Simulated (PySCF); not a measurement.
## RuH₄ + Br₂ → RuH₂ + 2 HBr

Level: PBE0 in the def2-TZVP basis family, computed in PySCF with density fitting; scalar-relativistic core potentials for atoms from Rb on, none lighter, no spin–orbit coupling; open shells unrestricted.

```
species                                                     state and structure       E (Eh)  ZPE (kJ/mol)  H(298 K) − H(0) (kJ/mol)  S° (J/(mol K))
   RuH₄  singlet, C4v, Ru–H 1.530 Å (×4); H–Ru–H 67.4° (×4), H–Ru–H 103.3° (×2)    -97.20793          77.5                      11.3           233.0
    Br₂                                             singlet, D∞h, Br–Br 2.281 Å  -5147.70672           2.0                       9.7           244.8
   RuH₂                           triplet, C2v, Ru–H 1.559 Å (×2); H–Ru–H 75.0°    -95.99409          29.3                      10.2           233.7
    HBr                                              singlet, C∞v, H–Br 1.421 Å  -2574.45811          16.0                       8.7           198.5
```

Problem. What is the electronic reaction energy?

Solution. At PBE0/def2-TZVP, ΔE = 11.4 kJ/mol from the differences of the total energies times 2625.5, uphill. 

Problem. Add zero-point, thermal and entropy terms for 298.15 K and 1 bar.

Solution. ΔZPE = -18.2 and Δ[H(298) − H(0)] = 6.6 kJ/mol give ΔH° = -0.2 kJ/mol. ΔS° = 152.9 J/(mol K), so ΔG° = -0.2 − 298.15 × (0.1529) = -46 kJ/mol and log₁₀K = 8.0.

Open d or f shells are single determinants, so the state found may not be the ground state. Each species is the lowest minimum found with this bonding; other isomers or fragments can lie lower.
